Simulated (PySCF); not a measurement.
**P (phosphorus, neutral): B97-3 calculation**

Configuration: [Ne] 3s2 3p2 3d1, one real determinant (an excited configuration). Computed with PySCF 2.14 in aug-cc-pV(5+d)Z (8s7p6d4f3g2h, 136 functions), with the non-relativistic Hamiltonian (point nucleus).

| Quantity | Value |
| --- | --- |
| Total energy | -340.9153 hartree |
| One-electron energy | -469.0552 hartree |
| Hartree (Coulomb) energy | 151.1129 hartree |
| Exchange-correlation energy | -22.9730 hartree |
| Kinetic energy | 340.53843 hartree |
| ⟨S²⟩ | 3.7525 |
| ⟨L²⟩ | 7.963 |
| Sum of ⟨r⟩ | 16.96 bohr |
| Sum of ⟨r²⟩ | 47.41 bohr² |
| Traceless quadrupole moment −½Σ⟨3z² − r²⟩ along its main axis | -2.78 e·bohr² |
| Density at the nucleus (Gaussians lack the cusp) | 2180 bohr⁻³ |
| Spin density at the nucleus | -0.0235 bohr⁻³ |
| Langevin diamagnetic susceptibility | -37.6 ×10⁻⁶ cm³/mol |
| Time after the integrals | roughly 12 core-seconds |

| shell | electrons | mean orbital energy (eV) | spread (eV) | rms radius, mean of both spins (bohr) |
| --- | --- | --- | --- | --- |
| 1s α | 1 | -2109.2 | 0 | 0.120 |
| 1s β | 1 | -2108.9 | 0 | 0.120 |
| 2s α | 1 | -186.54 | 0 | 0.567 |
| 2s β | 1 | -186.24 | 0 | 0.567 |
| 2p α | 3 | -135.62 | 0.035 | 0.543 |
| 2p β | 3 | -135.15 | 0.477 | 0.543 |
| 3s α | 1 | -19.846 | 0 | 2.00 |
| 3s β | 1 | -17.055 | 0 | 2.00 |
| 3p α | 2 | -10.332 | 0 | 2.35 |
| 3d α | 1 | -0.453 | 0 | 5.09 |

⟨L²⟩ = 7.96 against 12 for a pure F term, so this real determinant mixes terms. The outer electron is Rydberg-like, and this basis confines it to a smaller radius and binds it less than a complete one would.
